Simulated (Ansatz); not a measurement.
Consider the redistribution: `[OH][GeH]([PH2])[Br]` + `F[SiH2][SiH3]` → `[OH][GeH2][Br]` + `F[SiH]([SiH3])P`.

Gas-phase electronic energies from Ansatz, PBE0-D4/def2-TZVP geometries. CCSD(T)/CBS is the MP2 limit (def2-TZVPP, def2-QZVPP) plus CCSD(T) − MP2 in def2-TZVPP, frozen cores. DFT in def2-TZVPP. HSE06 is defined as in plane-wave codes. For Br, Ge outer-core shells are correlated without core-valence functions, which leaves a few kJ/mol of doubt a bond. Scalar relativity is left out up to krypton. One conformer a species, not always the lowest.

`[OH][GeH]([PH2])[Br]`:

```xyz
8

O    -0.767    1.065    1.327
Ge    0.203   -0.102    0.416
P    -0.781   -0.187   -1.662
Br   -0.007   -2.192    1.396
H    -0.477    1.169    2.237
H     1.699    0.250    0.524
H    -0.132    1.009   -2.077
H     0.263   -1.011   -2.161
```

`F[SiH2][SiH3]`:

Z-matrix (Å, degrees):
```
Si
Si 1 2.343
F 1 1.607 2 109.8
H 1 1.486 2 111.3 3 -119.2
H 1 1.486 2 111.3 3 119.2
H 2 1.489 1 108.2 3 179.8
H 2 1.487 1 110.7 3 60.5
H 2 1.487 1 110.7 3 -60.8
```

`[OH][GeH2][Br]`:

```xyz
6

O    -0.522   -0.588   -1.187
Ge    0.206    0.378    0.099
Br    1.015   -1.031    1.742
H    -1.244   -1.142   -0.880
H    -0.834    1.278    0.779
H     1.380    1.105   -0.553
```

`F[SiH]([SiH3])P`:

```xyz
10

F     0.486    1.775    1.480
Si    0.440    0.273    0.904
Si   -1.541   -0.014   -0.308
P     2.303   -0.061   -0.315
H     0.516   -0.657    2.064
H    -1.580   -1.421   -0.793
H    -2.750    0.249    0.518
H    -1.539    0.899   -1.482
H     1.724    0.376   -1.537
H     1.942   -1.420   -0.530
```

```tsv
level	ΔE (kJ/mol)
LDA (SPW92)	-0.4
revPBE-D4	2.1
BLYP	8.1
PBE0	2.9
HSE06	2.9
LC-ωPBE	1.2
HF/def2-SVP	7.2
HF/def2-QZVPP	7.9
```

(1) What does CCSD(T)/CBS give? (Best estimate.)

Largest T1 diagnostic among the species: 0.014.

## Answers

(1) Ansatz gave: +6.4 kJ/mol. The listed levels differ from it by -6.8, -4.3, 1.7, -3.5, -3.5, -5.2, 0.8, 1.5 kJ/mol.

Leaving LDA and LC-ωPBE aside and taking each functional with its dispersion term where it has one, the values, not all of them listed here, spread over 9.6 kJ/mol, from B97M-V to B2PLYP.
